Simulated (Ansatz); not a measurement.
`[O]=[GeH2]` and `C=O` differ in one element.

Ansatz, PBE0-D4/def2-TZVP geometries, multiplicity 1. 

Scalar relativity is left out up to krypton.

```
                                                                                  property  `[O]=[GeH2]`
                                                        LUMO energy (PBE0/def2-TZVPP) / eV         -2.38
                                            zero-point energy (PBE0-D4/def2-TZVP) / kJ/mol          43.8
                                                        HOMO energy (PBE0/def2-TZVPP) / eV         -7.79
                                                       HOMO energy (B3LYP/def2-TZVPP) / eV         -7.57
ideal-gas entropy at 298 K and 1 bar (rigid rotor, harmonic PBE0-D4/def2-TZVP) / J/(mol·K)           248
                                                         LUMO energy (PBE/def2-TZVPP) / eV         -3.23
```

Question: Give the same properties after the change, and the shifts. (Best estimate.)

Answer: Computed: 
```json
{"property": "LUMO energy (PBE0/def2-TZVPP) / eV", "`C=O`": "-1.25", "shift": "1.13"}
{"property": "zero-point energy (PBE0-D4/def2-TZVP) / kJ/mol", "`C=O`": "70.1", "shift": "26.3"}
{"property": "HOMO energy (PBE0/def2-TZVPP) / eV", "`C=O`": "-7.82", "shift": "-0.03"}
{"property": "HOMO energy (B3LYP/def2-TZVPP) / eV", "`C=O`": "-7.60", "shift": "-0.03"}
{"property": "ideal-gas entropy at 298 K and 1 bar (rigid rotor, harmonic PBE0-D4/def2-TZVP) / J/(mol·K)", "`C=O`": "219", "shift": "-29"}
{"property": "LUMO energy (PBE/def2-TZVPP) / eV", "`C=O`": "-2.52", "shift": "0.71"}
```

B3LYP here is the variant with VWN-RPA as its local correlation; programs differ in this.
